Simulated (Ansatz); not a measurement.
Molecule: GaH2, net charge 1, singlet state. 
Structure (B3LYP-D3(BJ)/def2-TZVP (Ansatz, a quantum-chemistry and plane-wave program) minimum search):
```xyz
3

Ga     0.0000     0.0000     0.0000
H      0.0000     0.0000    -1.5293
H      0.0000     0.0000     1.5293
```
Charge +1, spin multiplicity 1.

Basis-set convergence of Hartree-Fock and CCSD(T) correlation energies (hartree) with Ansatz. Cores are frozen in the correlated levels unless marked. Spin-orbit coupling is left out. Frozen are the shells of the preceding noble gas and the d and f shells that filled before the atom's block. Non-relativistic.

| basis | functions | E(HF) | E(corr, CCSD(T)) |
|---|---|---|---|
| def2-SVPD | 54 | -1923.87186 | -0.06827 |
| def2-TZVPPD | 88 | -1924.12166 | -0.07574 |
| def2-QZVPPD | 161 | -1924.16136 | -0.07793 |

Extrapolating the two largest sets (X = 3 and 4) as X^-3: E(corr) = (64·(-0.07793) - 27·(-0.07574))/37 = -0.0795 Eh, an estimate of the basis-set limit. The largest set recovers 98.0 % of it, the smallest 85.8 %.
